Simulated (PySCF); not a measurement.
Compound: ethyldifluoroborane, C2H5BF2.
Atom-mapped SMILES: `[CH3:1][CH2:2][B:3]([F:4])[F:5]` (hydrogens: H6, H7, H8 on C1; H9, H10 on C2)

Method: PySCF, PBE0-D3(BJ)/def2-SVP geometry optimisation, gas phase; density fitting, grid level 1; the optimiser is geomeTRIC in internal coordinates, started from a GFN2-xTB structure with every atom displaced at random (about 0.03 Å).

Step 0: E = -8253.8877 eV
```
atom  x, y, z in Å  |  force x, y, z in eV/Å
C1     -1.1275   -0.1419    0.2099   -2.044   4.013  -1.424
C2      0.1431   -0.3996   -0.4727    1.200  -0.722   2.216
B3      1.3019    0.4141    0.1402    3.193   0.390   0.981
F4      1.4543    1.7389    0.2886   -1.251  -0.520  -0.447
F5      2.4582   -0.1647    0.5808   -1.289  -0.225  -0.453
H6     -1.1833   -0.3338    1.2396    0.151  -0.660   1.902
H7     -1.9625   -0.6158   -0.2918   -0.500  -0.406  -0.126
H8     -1.3533    1.0149    0.1159    0.149  -1.929   0.280
H9      0.0761   -0.1129   -1.4681   -0.185   0.449  -2.578
H10     0.3354   -1.4667   -0.3831    0.575  -0.389  -0.352
```

Question: Estimate the geometry and energy of step 1. (The exact step hangs on the optimiser's Hessian estimate; all steps are aligned on step 0, rigid shifts and turns removed.)

Answer: E = -8254.3255 eV, largest force 1.200 eV/Å
```
atom  x, y, z in Å  |  force x, y, z in eV/Å
C1     -1.1492   -0.0758    0.2142   -0.356   0.921  -0.249
C2      0.1809   -0.3983   -0.4663    0.118  -0.857   0.625
B3      1.3851    0.3507    0.1697    0.227   0.402  -0.155
F4      1.2348    1.6717    0.1907    0.749  -0.024   0.444
F5      2.5285   -0.1860    0.6302   -1.008   0.556  -0.338
H6     -1.1817   -0.3292    1.2803    0.080  -0.267   0.090
H7     -2.0058   -0.5463   -0.2904    0.072  -0.254   0.060
H8     -1.3728    1.0140    0.1696    0.234  -0.297  -0.014
H9      0.1339   -0.0907   -1.5195    0.054  -0.053  -0.199
H10     0.3888   -1.4776   -0.4192   -0.168  -0.128  -0.263
```

The energy changes by -0.4379 eV. The first-order estimate −F·Δx gives -1.1381 eV and the mean of the old and new forces, exact on a quadratic surface, -0.4435 eV. The step makes an angle of 64° with the force vector and moves no atom by more than 0.250 Å.

The cost below is that of the whole optimisation. Hardware: an Arm Neoverse V2 with one thread, shared host with 96 logical CPUs at a one-minute load of 37. Cost: 39 s, 0.37 GiB resident at most.
